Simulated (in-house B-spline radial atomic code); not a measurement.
Successive ionisation energies of holmium; each step leads to the configuration of the next row (after the last: bare). NIST's values go from ground level to ground level; the uncertainty of those that are theory runs from under 0.1 % in few-electron ions to several per cent in heavy many-electron ones. Computed with a radial B-spline atomic code at the basis-set limit: non-relativistic Hartree-Fock, average of the configuration, point nuclei.

This level leaves out relativity, spin-orbit splitting included, which matters for heavy ions.

| ion | configuration | ionisation energy (eV) | tabulated value (eV) | tabulated kind | computed minus tabulated (eV) | highest orbital | largest mean radius (bohr) |
| --- | --- | --- | --- | --- | --- | --- | --- |
| Ho54+ | [Ne] 3s2 3p1 | 4964.3 | 5258 | tabulated theory | -294 | 3p | 0.22297 |
| Ho55+ | [Ne] 3s2 | 5172.9 | 5494 | tabulated theory | -321 | 3s | 0.22207 |
| Ho56+ | [Ne] 3s1 | ? | ? | tabulated theory | ? | ? | ? |
| Ho57+ | [He] 2s2 2p6 | 12403.9 | 12495 | tabulated theory | -91 | 2p | 0.094177 |
| Ho58+ | [He] 2s2 2p5 | 12697.9 | 12790 | tabulated theory | -92 | 2p | 0.093744 |
| Ho59+ | [He] 2s2 2p4 | 12994.7 | 13116 | tabulated theory | -121 | 2p | 0.093314 |
| Ho60+ | [He] 2s2 2p3 | ? | ? | tabulated theory | ? | ? | ? |
| Ho61+ | [He] 2s2 2p2 | 13596.6 | 14639 | tabulated theory | -1042 | 2p | 0.092465 |
| Ho62+ | [He] 2s2 2p1 | 13901.8 | 14998 | tabulated theory | -1096 | 2p | 0.092046 |
| Ho63+ | [He] 2s2 | ? | ? | tabulated theory | ? | ? | ? |
| Ho64+ | [He] 2s1 | 14550.4 | 15745.77 | tabulated theory | -1195 | 2s | 0.091246 |
| Ho65+ | 1s2 | 59939.5 | 63772.42 | tabulated theory | -3833 | 1s | 0.022514 |
| Ho66+ | 1s1 | 61076.0 | 65137.13 | tabulated theory | -4061 | 1s | 0.022388 |

**Question.** Fill in the row of Ho56+.

**Answer.** ionisation energy (eV): 5282.9; tabulated value (eV): 5611; computed minus tabulated (eV): -328; highest orbital: 3s; largest mean radius (bohr): 0.22106.

**Question.** Fill in the row of Ho60+.

**Answer.** ionisation energy (eV): 13294.2; tabulated value (eV): 13417; computed minus tabulated (eV): -123; highest orbital: 2p; largest mean radius (bohr): 0.092888.

**Question.** Fill in the row of Ho63+.

**Answer.** ionisation energy (eV): 14281.8; tabulated value (eV): 15448; computed minus tabulated (eV): -1166; highest orbital: 2s; largest mean radius (bohr): 0.091631.

**Question.** Where is the largest jump?

**Answer.** From Ho64+ to Ho65+, by a factor of 4.12 (14550 to 59940 eV); the highest orbital goes from 2s to 1s.
